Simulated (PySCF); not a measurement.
# V2Se, septet: computed properties

Method: PySCF, UPBE0, basis Se def2-SVP, V def2-SVP (no relativity, density fitting).

The structure is a minimum.

```
Point group                                                                   : C2v
Bond lengths                                                                  : Se–V 2.404 Å (×2), V–V 2.627 Å
Bond angles                                                                   : Se–V–V 56.9° (×2), V–Se–V 66.2°
Lowest empty level (α)                                                        : -1.92 eV
Atomisation energy without zero-point energy                                  : 624 kJ/mol
Entropy at 298.15 K and 1 bar (electronic part: spin only)                    : 321.9 J/(mol K)
Highest occupied level (β)                                                    : -4.15 eV
Heat capacity Cp at 298.15 K                                                  : 55.2 J/(mol K)
Principal quadrupole moments (Buckingham, traceless) about the centre of mass : -7.29, -7.14, 14.43 D Å
Zero-point energy                                                             : 4.6 kJ/mol
Dipole moment                                                                 : 4.21 D
Rotational constants                                                          : 0.09592, 0.09287, 0.04718 cm⁻¹
Spin squared ⟨S²⟩                                                             : 12.192
Enthalpy at 298.15 K above 0 K                                                : 13.71 kJ/mol
Principal polarisabilities                                                    : 73.5, 99.3, 254.8 bohr³
Rotational symmetry number                                                    : 2
```

Harmonic modes (masses in u: Se 79.917, V 50.944):
```
symmetry  ω (cm⁻¹)  IR (km/mol)  μ (u)
      a1       216          2.4  54.95
      b2       224          1.9  56.60
      a1       329         15.2  58.57
```

In C2v the vibrations span 2a1 + b2. Here b1 is antisymmetric to the molecular plane and b2 lies in it.

Charges (e):
| atom | Mulliken | Löwdin | polar tensor | spin (Mulliken) | Mayer order to Se1 |
| --- | --- | --- | --- | --- | --- |
| Se1 | -0.47 | -0.24 | -0.42 | -0.33 | – |
| V2,3 | 0.23 | 0.12 | 0.21 | 3.16 | 1.10 |
Other Mayer orders above 0.3: V–V 1.25.

Mulliken populations on Se1: s 7.88, p 16.55, d 10.04.

Outer orbital energies (eV). α occupied: -6.58, -6.29, -6.09, -5.89, -5.77, -5.45, -5.28, -5.14; empty: -1.92, -1.66, -1.38, -1.34. β occupied: -17.06, -7.23, -6.86, -6.31, -4.15; empty: -1.61, -0.58, 0.02, 0.22.

Only a few start shapes were tried, so a lower isomer may exist. Open d and f shells are described by one determinant, and the ground state may have another occupation or spin.

The final relaxation and frequency run took about 120 core-seconds on a shared host.
